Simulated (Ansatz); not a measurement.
Basis-set extrapolation for C2H10Si3 (`C[SiH2]C1[SiH2][SiH2]1`) (PBE0-D4/def2-TZVP geometry, frozen core, Ansatz 0.2.0). Multiplicity 1, RHF reference.

```tsv
	def2-TZVPP	def2-QZVPP
HF	-948.366787	-948.397186
MP2 correlation	-0.728924	-0.777334
CCSD(T) correlation	-0.836192	not run
```

Energies in hartree. Use E(X) = E(∞) + A·exp(−7.88·√X) for Hartree–Fock and E(X) = E(∞) + B·X^(−2.97) for correlation, with X = 3 and 4, and add CCSD(T) minus MP2 of the smaller set to the MP2 limit.

**Question.** What is the CCSD(T) energy at the basis-set limit?

**Answer.** HF limit: -948.397186 + (-0.030399) × 0.13774 = -948.40137. MP2 limit: -0.777334 + (-0.048410) × 0.74074 = -0.81319. Higher-order term: -0.836192 − (-0.728924) = -0.10727. Total: -949.32183 hartree, 312.0 kJ/mol below CCSD(T)/def2-TZVPP.
